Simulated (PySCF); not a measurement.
Vertical excitations of a molecule CH3NO3Si from TDDFT-PBE0/def2-SVPD (PySCF 2.14.0), as energy in eV (oscillator strength): 7.25 (0.001), 7.40 (0.004), 7.42 (0.001), 7.82 (0.021), 7.89 (0.010), 8.16 (0.031), 8.45 (0.081), 8.53 (0.230), 8.60 (0.035), 8.77 (0.036). Lowest triplet (TDA): 6.56 eV. Geometry optimised at B3LYP-D3(BJ)/def2-SVP. Other conformers were not sampled.

Q: Pick the molecule that these values belong to.
A) O[Si]1(O)N=CO1
B) N#CO[SiH](O)O
C) O=C=N[SiH](O)O

A: C, O=C=N[SiH](O)O
